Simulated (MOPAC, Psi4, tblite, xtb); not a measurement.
Interaction energy of H6Si2 ··· H4N+ (SMILES [SiH3][SiH3] and [NH4+]) (charge +1). Monomers: optimised at B3LYP-D3(BJ) (def2-TZVP), held rigid. Orientation: lowest of the rigid-body minima from ten starts at GFN2-xTB. The monomers approach along the line of their centres of mass (distance R); nothing else relaxes.

Computed with: GFN2-xTB (tblite); GFN1-xTB (xtb); PM3, restricted, heats of formation (MOPAC); SAPT0/jun-cc-pVDZ, frozen core (Psi4).

Interaction energies in kcal/mol; the last columns give the difference from SAPT0:

```tsv
R / Å	GFN2-xTB	GFN1-xTB	PM3	SAPT0/jun-cc-pVDZ	GFN2-xTB − SAPT0/jun-cc-pVDZ	GFN1-xTB − SAPT0/jun-cc-pVDZ	PM3 − SAPT0/jun-cc-pVDZ
3.98	3.20	-3.42	0.05	15.67	-12.47	-19.09	-15.62
4.13	-3.69	-5.73	-2.87	7.48	-11.16	-13.21	-10.34
4.40	-8.95	-7.12	-6.06	0.21	-9.16	-7.33	-6.28
4.57	-9.55	-6.93	-7.57	-1.71	-7.84	-5.22	-5.85
4.73	-9.21	-6.33	-7.90	-2.58	-6.64	-3.76	-5.32
4.96	-8.11	-5.18	-7.00	-2.96	-5.15	-2.22	-4.04
5.24	-6.60	-3.77	-5.38	-2.81	-3.79	-0.96	-2.57
5.59	-5.02	-2.42	-3.81	-2.34	-2.68	-0.08	-1.46
6.06	-3.57	-1.38	-2.54	-1.73	-1.84	0.35	-0.81
6.78	-2.27	-0.75	-1.60	-1.09	-1.18	0.35	-0.50
7.81	-1.31	-0.41	-0.98	-0.61	-0.70	0.20	-0.37
9.10	-0.74	-0.22	-0.59	-0.34	-0.40	0.11	-0.25
```

GFN2-xTB is furthest from SAPT0/jun-cc-pVDZ at 3.98 (-12.47 kcal/mol, below); its mean absolute difference over the points is 5.25 kcal/mol.

GFN1-xTB is furthest from SAPT0/jun-cc-pVDZ at 3.98 (-19.09 kcal/mol, below); its mean absolute difference over the points is 4.41 kcal/mol.

PM3 is furthest from SAPT0/jun-cc-pVDZ at 3.98 (-15.62 kcal/mol, below); its mean absolute difference over the points is 4.45 kcal/mol.
